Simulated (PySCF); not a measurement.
Al3PH4O5

The system: Al3PH4O5, a molecule; neutral, singlet. The structure, one conformer, was relaxed in the gas phase by PBE0-D3(BJ)/def2-SVP. No frequency run checks that it is a minimum.

SMILES: [OH][Al]1[O][Al]([OH])[O][Al]([PH2])[O]1

Coordinates in Å:
```
O1      0.044    1.120   -1.059
Al2     1.252    1.448    0.101
O3      2.163    2.871    0.046
O4      1.454    0.246    1.301
Al5     0.538   -1.196    1.390
O6      0.749   -2.367    2.592
O7     -0.637   -1.390    0.167
Al8    -0.944   -0.278   -1.100
P9     -2.456   -0.690   -2.795
H10     2.844    3.100    0.680
H11     1.395   -2.297    3.296
H12    -3.418   -1.225   -1.883
H13    -2.973    0.641   -2.729
```

Shieldings: GIAO PBE0/pcSseg-1. Shifts are against computed references at the same level: H TMS (σ 31.27 ppm). Core levels by delta-SCF with SCAN, pcX-2 on the ionised atom and pcseg-1 elsewhere, spin-free X2C (2p3/2 is the spin-free 2p value less a third of a first-order spin-orbit splitting); from the vacuum level, for chosen atoms.

Question: Give the shieldings and core levels atom by atom.

Answer: 
| atoms | bonded to | σ (ppm) | δ (ppm) | core level (eV) |
| --- | --- | --- | --- | --- |
| O1 O7 | 2 Al | 243.2 | - | 1s 536.93 |
| Al2 Al5 | 3 O | 468.9 | - | 2p3/2 80.77 |
| O3 O6 | 1 Al + 1 H | 331.9 | - | 1s 538.22 |
| O4 | 2 Al | 272.1 | - | - |
| Al8 | 2 O + 1 P | 410.9 | - | 2p3/2 80.40 |
| P9 | 1 Al + 2 H | 663.0 | - | 2p3/2 136.23 |
| H10 H11 | 1 O | 30.05 | 1.22 | - |
| H12 H13 | 1 P | 30.32 | 0.95 | - |

Values are those of this one static structure; atoms that internal rotation interchanges would show their mean in an NMR spectrum.

Question: Which of O3, O7 holds its core electrons tightest, and by how much against the loosest?

Answer: O3 (bonded to 1 Al + 1 H), by 1.29 eV over O7 (bonded to 2 Al).

Question: By CAM-B3LYP/def2-SVPD (TDDFT singlets, Tamm-Dancoff triplets, ionisation by delta-SCF), where does absorption start, and what does vertical ionisation take?

Answer: The lowest singlet lies at 5.72 eV (f 0.168), the lowest triplet at 5.15 eV; vertical ionisation takes 9.76 eV.

The 3 runs behind this took 4.3 min in all, one thread each of Arm Neoverse V2 on a shared host, launched as `OMP_NUM_THREADS=1 python cluster_run.py task.json out`.
